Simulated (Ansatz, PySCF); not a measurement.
C2H7O, SMILES C[OH+]C, charge +1. Atoms are numbered in the order given.

```xyz
10

C      0.0251     0.2500     1.2563
O     -0.1058    -0.5126     0.0000
C      0.0251     0.2500    -1.2563
H      1.0084     0.7164     1.2876
H     -0.7768     0.9826     1.2377
H     -0.1206    -0.4679     2.0592
H      0.4601    -1.3019     0.0000
H     -0.1206    -0.4679    -2.0592
H     -0.7768     0.9826    -1.2377
H      1.0084     0.7164    -1.2876
```
Charge +1, spin multiplicity 1.

Coordinates come from a PBE0-D3(BJ)/def2-TZVP optimisation. The isomer is the one that the SMILES or the coordinates give; other isomers of the formula were not compared.

Two levels are set side by side: PBE-D3(BJ)/def2-TZVP (Ansatz, a quantum-chemistry and plane-wave program) and PBE0-D3(BJ)/def2-TZVP (Ansatz). Each level has its own optimised geometry; the coordinates shown are those of the second. Frequencies come from the Hessian of PySCF at each geometry. Differences are taken from unrounded values.

```csv
quantity,PBE0-D3(BJ),PBE-D3(BJ),PBE-D3(BJ) minus PBE0-D3(BJ)
mean bond length (Å),1.161,1.172,0.011
bond C1–O2 (Å),1.475,1.497,0.021
bond O2–C3 (Å),1.475,1.497,0.021
bond C1–H4 (Å),1.089,1.096,0.007
bond C1–H5 (Å),1.086,1.093,0.007
bond C1–H6 (Å),1.087,1.094,0.007
bond O2–H7 (Å),0.971,0.983,0.012
bond C3–H8 (Å),1.087,1.094,0.007
bond C3–H9 (Å),1.086,1.093,0.007
bond C3–H10 (Å),1.089,1.096,0.007
highest harmonic wavenumber (cm⁻¹),3735,3579,-156
mean harmonic wavenumber (cm⁻¹),1707,1653,-54
zero-point energy (kcal/mol),58.58,56.72,-1.86
```

Exact exchange shortens and stiffens bonds; PBE has none. Differences between two approximate levels are no errors against the true value.
